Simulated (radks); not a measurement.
La+, configuration [Xe] 5d1 6d1 (not the ground configuration).

Calculated with a radial shooting solver on a logarithmic mesh with Libxc functionals: Dirac Kohn-Sham, PBEsol, spin-unpolarised, spherical densities, finite nucleus; open shells fill j = l - 1/2 first; Fermi nuclear charge, rms radius 4.855 fm.

Energy parts (eV):
| part | energy |
|---|---|
| total | -231117.39 |
| kinetic | 247293.33 |
| electron-nucleus | -561892.72 |
| Hartree | 88933.64 |
| exchange-correlation | -5451.64 |

Orbitals (lengths in bohr, moments of r in powers of bohr):
orbital  occ.  eigenvalue (eV)      <r>
1s1/2       2        -38706.23  0.02508
2s1/2       2        -6166.822   0.1070
2p1/2       2        -5817.475  0.08993
2p3/2       4        -5404.645  0.09603
3s1/2       2        -1325.572   0.2850
3p1/2       2        -1178.162   0.2748
3p3/2       4        -1097.718   0.2868
3d3/2       4        -839.1592   0.2578
3d5/2       6        -821.9418   0.2616
4s1/2       2        -274.3470   0.6543
4p1/2       2        -220.1046   0.6747
4p3/2       4        -202.9433   0.7018
4d3/2       4        -113.9675   0.7622
4d5/2       6        -110.9888   0.7719
5s1/2       2         -47.3905    1.555
5p1/2       2         -32.6022    1.739
5p3/2       4         -30.0512    1.815
5d3/2       1         -10.8407    2.603
5d5/2       0         -10.6012    2.642
6s1/2       0          -9.7522    3.939
6p1/2       0          -6.8180    4.892
6p3/2       0          -6.5262    5.103
6d3/2       1          -3.5321    7.553
6d5/2       0          -3.5046    7.598

The highest occupied level is 6d3/2 at -3.532 eV. The configuration is held as typed, so some empty levels lie below it. The density falls to 0.001 e/bohr^3 at r = 3.97 bohr. The electron density at the nucleus is 3.512e+05 e/bohr^3. Summed over all electrons, <r^2> = 111.0 bohr^2, which gives a Langevin (diamagnetic) susceptibility term of -87.9 x 10^-6 cm^3/mol.
